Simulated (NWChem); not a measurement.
System: C2H2F4; SMILES FC(F)C(F)F

NWChem printed, in part:

```
             Northwest Computational Chemistry Package (NWChem) 7.3.0
             --------------------------------------------------------

 C1  symmetry detected

                             Geometry "geometry" -> ""
                             -------------------------

 Output coordinates in angstroms (scale by  1.889725989 to convert to a.u.)

  No.       Tag          Charge          X              Y              Z
 ---- ---------------- ---------- -------------- -------------- --------------
    1 F                    9.0000     1.09230058    -1.35663349     0.06911411
    2 C                    6.0000    -0.00002032    -0.68474772    -0.32973608
    3 F                    9.0000    -1.09226942    -1.35666447     0.06930397
    4 C                    6.0000    -0.00002008     0.68474772     0.32973612
    5 F                    9.0000    -1.09226998     1.35666383    -0.06930386
    6 F                    9.0000     1.09230002     1.35663413    -0.06911414
    7 H                    1.0000    -0.00015435    -0.59521059    -1.43060877
    8 H                    1.0000    -0.00015405     0.59521059     1.43060781

 Effective nuclear repulsion energy (a.u.)     267.6994616085

  pbe96 is a nonlocal functional; adding pw91lda local functional.

                                 NWChem DFT Module
                                 -----------------

 Summary of "ao basis" -> "ao basis" (spherical)
 ------------------------------------------------------------------------------
       Tag                 Description            Shells   Functions and Types
 ---------------- ------------------------------  ------  ---------------------
 F                           6-31g*                  6       14   3s2p1d
 C                           6-31g*                  6       14   3s2p1d
 H                           6-31g*                  2        2   2s

            General Information
            -------------------
          SCF calculation type: DFT
          Wavefunction type:  closed shell.
          No. of atoms     :     8
          No. of electrons :    50
           Alpha electrons :    25
            Beta electrons :    25
          Charge           :     0
          Spin multiplicity:     1
          Use of symmetry is: off; symmetry adaption is: off
          Maximum number of iterations: 150
          AO basis - number of functions:    88
                     number of shells:    40
          Convergence on energy requested:  1.00D-06
          Convergence on density requested:  1.00D-05
          Convergence on gradient requested:  5.00D-04

              XC Information
              --------------
                        RevPBE Exchange Functional  1.000
            Perdew 1991 LDA Correlation Functional  1.000 local
           PerdewBurkeErnz. Correlation Functional  1.000 non-local

             Grid Information
             ----------------
          Grid used for XC integration:  medium
          Radial quadrature: Mura-Knowles
          Angular quadrature: Lebedev.
          Tag              B.-S. Rad. Rad. Pts. Rad. Cut. Ang. Pts.
          ---              ---------- --------- --------- ---------
          F                   0.50       49           8.0       434
          C                   0.70       49           7.0       434
          H                   0.35       45           8.0       434
          Grid pruning is: on
          Number of quadrature shells:   384
          Spatial weights used:  Erf1

      Superposition of Atomic Density Guess
      -------------------------------------

 Sum of atomic energies:        -473.80630147

      Non-variational initial energy
      ------------------------------

 Total energy =    -475.712386
 1-e energy   =   -1192.521567
 2-e energy   =     449.109719
 HOMO         =      -0.311582
 LUMO         =       0.184719

     ---------------------------------------------
      Total Density - Mulliken Population Analysis
     ---------------------------------------------

    Atom       Charge   Shell Charges
 -----------   ------   -------------------------------------------------------
    1 F    9     9.49   2.00  0.94  3.41  1.01  2.11  0.01
    2 C    6     5.13   2.00  0.67  1.46  0.42  0.49  0.09
    3 F    9     9.49   2.00  0.94  3.41  1.01  2.11  0.01
    4 C    6     5.13   2.00  0.67  1.46  0.42  0.49  0.09
    5 F    9     9.49   2.00  0.94  3.41  1.01  2.11  0.01
    6 F    9     9.49   2.00  0.94  3.41  1.01  2.11  0.01
    7 H    1     0.90   0.50  0.40
    8 H    1     0.90   0.50  0.40

   convergence    iter        energy       DeltaE   RMS-Dens  Diis-err
 ---------------- ----- ----------------- --------- --------- ---------
 d= 0,ls=0.0,diis     1   -476.3893245571 -7.44D+02  2.35D-02  1.92D+00
 d= 0,ls=0.0,diis     2   -475.9610443262  4.28D-01  1.42D-02  7.28D+00
 d= 0,ls=0.0,diis     3   -476.5923781376 -6.31D-01  1.79D-03  4.00D-02
 d= 0,ls=0.0,diis     4   -476.5945907921 -2.21D-03  8.19D-04  1.05D-02
 d= 0,ls=0.0,diis     5   -476.5955230851 -9.32D-04  1.03D-04  9.75D-05
  Resetting Diis
 d= 0,ls=0.0,diis     6   -476.5955364778 -1.34D-05  4.57D-06  2.96D-07
 d= 0,ls=0.0,diis     7   -476.5955365071 -2.93D-08  1.58D-06  1.09D-08

         Total DFT energy =     -476.595536507117
      One electron energy =    -1193.501902293072
           Coulomb energy =      502.581479748605
    Exchange-Corr. energy =      -53.374575571119
 Nuclear repulsion energy =      267.699461608469

 Numeric. integr. density =       49.999999214361

                       DFT Final Molecular Orbital Analysis
                       ------------------------------------

 Vector   23  Occ=2.000000D+00  E=-3.300188D-01
              MO Center= -1.2D-04,  1.8D-06, -5.3D-08, r^2= 3.4D+00
   Bfn.  Coefficient  Atom+Function         Bfn.  Coefficient  Atom+Function
  ----- ------------  ---------------      ----- ------------  ---------------
     3      0.253996  1 F  px                31      0.254031  3 F  px
    59     -0.254031  5 F  px                73     -0.253996  6 F  px
     4      0.238147  1 F  py                32     -0.238173  3 F  py
    60     -0.238174  5 F  py                74      0.238146  6 F  py
     7      0.171473  1 F  px                35      0.171498  3 F  px

 Vector   24  Occ=2.000000D+00  E=-3.234212D-01
              MO Center= -3.1D-04, -1.4D-07, -5.3D-07, r^2= 3.1D+00
   Bfn.  Coefficient  Atom+Function         Bfn.  Coefficient  Atom+Function
  ----- ------------  ---------------      ----- ------------  ---------------
     5      0.302032  1 F  pz                33      0.302137  3 F  pz
    61      0.302139  5 F  pz                75      0.302031  6 F  pz
    20      0.213528  2 C  s                 48     -0.213528  4 C  s
     9      0.211497  1 F  pz                37      0.211567  3 F  pz
    65      0.211568  5 F  pz                79      0.211496  6 F  pz

 Vector   25  Occ=2.000000D+00  E=-2.697447D-01
              MO Center= -4.5D-05, -3.0D-07, -4.2D-07, r^2= 2.7D+00
   Bfn.  Coefficient  Atom+Function         Bfn.  Coefficient  Atom+Function
  ----- ------------  ---------------      ----- ------------  ---------------
    18     -0.221176  2 C  py                46      0.221176  4 C  py
    86      0.220132  7 H  s                 88      0.220132  8 H  s
    19     -0.209044  2 C  pz                47      0.209044  4 C  pz
     5      0.203794  1 F  pz                33      0.203802  3 F  pz
    61     -0.203802  5 F  pz                75     -0.203794  6 F  pz

 Vector   26  Occ=0.000000D+00  E= 5.989428D-02
              MO Center=  8.1D-06,  5.1D-08,  5.3D-08, r^2= 2.1D+00
   Bfn.  Coefficient  Atom+Function         Bfn.  Coefficient  Atom+Function
  ----- ------------  ---------------      ----- ------------  ---------------
    21      0.531342  2 C  px                49      0.531342  4 C  px
    17      0.396772  2 C  px                45      0.396772  4 C  px
     6     -0.319245  1 F  s                 34      0.319200  3 F  s
    62      0.319204  5 F  s                 76     -0.319241  6 F  s
     4     -0.203017  1 F  py                 8     -0.203556  1 F  py

 Vector   27  Occ=0.000000D+00  E= 6.750106D-02
              MO Center= -1.1D-04, -1.3D-06, -4.4D-06, r^2= 3.5D+00
   Bfn.  Coefficient  Atom+Function         Bfn.  Coefficient  Atom+Function
  ----- ------------  ---------------      ----- ------------  ---------------
    86      0.933397  7 H  s                 88     -0.933391  8 H  s
    20     -0.770764  2 C  s                 48      0.770760  4 C  s
    22     -0.644972  2 C  py                50     -0.644972  4 C  py
    23      0.356119  2 C  pz                51      0.356116  4 C  pz
    18     -0.252596  2 C  py                19      0.251579  2 C  pz

 Vector   28  Occ=0.000000D+00  E= 1.099985D-01
              MO Center= -1.6D-04, -7.7D-06, -1.8D-05, r^2= 4.4D+00
   Bfn.  Coefficient  Atom+Function         Bfn.  Coefficient  Atom+Function
  ----- ------------  ---------------      ----- ------------  ---------------
    86      1.415394  7 H  s                 88      1.415382  8 H  s
    20     -1.009412  2 C  s                 48     -1.009402  4 C  s
    23      0.804861  2 C  pz                51     -0.804857  4 C  pz
    19      0.274652  2 C  pz                47     -0.274651  4 C  pz
    16     -0.169257  2 C  s                 44     -0.169253  4 C  s

     ---------------------------------------------
      Total Density - Mulliken Population Analysis
     ---------------------------------------------

    Atom       Charge   Shell Charges
 -----------   ------   -------------------------------------------------------
    1 F    9     9.27   2.00  0.94  3.30  1.03  1.99  0.02
    2 C    6     5.59   2.00  0.71  1.94  0.35  0.48  0.11
    3 F    9     9.27   2.00  0.94  3.30  1.03  1.99  0.02
    4 C    6     5.59   2.00  0.71  1.94  0.35  0.48  0.11
    5 F    9     9.27   2.00  0.94  3.30  1.03  1.99  0.02
    6 F    9     9.27   2.00  0.94  3.30  1.03  1.99  0.02
    7 H    1     0.87   0.54  0.32
    8 H    1     0.87   0.54  0.32

     -------------------------------------------
      Total Density - Lowdin Population Analysis
     -------------------------------------------

    Atom       Charge   Shell Charges
 -----------   ------   -------------------------------------------------------
    1 F    9     9.09   1.99  0.93  3.18  0.82  2.14  0.04
    2 C    6     5.92   1.98  0.54  1.73  0.40  1.00  0.28
    3 F    9     9.09   1.99  0.93  3.18  0.82  2.14  0.04
    4 C    6     5.92   1.98  0.54  1.73  0.40  1.00  0.28
    5 F    9     9.09   1.99  0.93  3.18  0.82  2.14  0.04
    6 F    9     9.09   1.99  0.93  3.18  0.82  2.14  0.04
    7 H    1     0.89   0.51  0.37
    8 H    1     0.89   0.51  0.37

     Multipole analysis of the density
     ---------------------------------

     L   x y z        total         alpha         beta         nuclear
     -   - - -        -----         -----         ----         -------
     0   0 0 0     -0.000000    -25.000000    -25.000000     50.000000

     1   1 0 0     -0.000045     -0.000023     -0.000023      0.000000
     1   0 1 0     -0.000000     -0.000000     -0.000000      0.000000
     1   0 0 1      0.000000      0.000000      0.000000     -0.000000

     2   2 0 0    -24.888599    -89.134896    -89.134896    153.381193
     2   1 1 0      0.000003      0.000001      0.000001      0.000001
     2   1 0 1     -0.000000     -0.000001     -0.000001      0.000001
     2   0 2 0    -25.095701   -142.164946   -142.164946    259.234190
     2   0 1 1      0.956577     -1.364978     -1.364978      3.686532
     2   0 0 2    -20.855143    -20.373749    -20.373749     19.892354
```

Level: revPBE/6-31G* (spherical d). The geometry was optimised at PBE0/def2-SVP.

Q: Reconstruct the input file.

A: One answer among several that fit: the input that was run:
```
start job
memory heap 200 mb stack 900 mb global 1100 mb
geometry units angstroms noautoz
  F      1.092274    -1.356110     0.078717
  C     -0.000047    -0.687065    -0.324880
  F     -1.092296    -1.356140     0.078907
  C     -0.000047     0.687065     0.324880
  F     -1.092297     1.356139    -0.078907
  F      1.092273     1.356111    -0.078717
  H     -0.000181    -0.605324    -1.426359
  H     -0.000181     0.605324     1.426358
end
basis spherical
  F library 6-31g*
  C library 6-31g*
  H library 6-31g*
end
dft
  xc revpbe cpbe96
  iterations 150
  mulliken
end
task dft energy
```
